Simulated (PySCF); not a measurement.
**A small calculation by hand: refractive index and permittivity of the vapour**

C4H6ClF, SMILES F[C@H](Cl)C1CC1.

Geometry optimised at r2SCAN-D4/def2-SVP. The structure was generated by enumeration; whether it is a known compound was not checked. The values are those of a single conformer.

PBE/def2-TZVP (PySCF) gives a mean static polarisability of 60.8 bohr³ and a dipole moment of 2.17 D. Take an ideal gas at 298.15 K and 1 bar, whether or not the substance is that volatile.

Problem. Work out n − 1 in the optical limit and the static ε − 1.

Solution. 
Polarisability volume α' = 60.8 × 0.148185 = 9.01 Å³. Number density N = p/kT = 2.43e-5 Å⁻³.
Dilute limit of Lorentz–Lorenz: n − 1 = 2π N α' = 0.0014.
Orientation term of Debye: μ²/(3kT) = 8.098 Å³ × μ²(D²) = 38.13 Å³.
ε − 1 = 4π N (α' + μ²/3kT) = 0.014. Orientation of the dipole supplies 81 % of the static response; it can't follow optical fields. Vibrational polarisation and dispersion are left out.
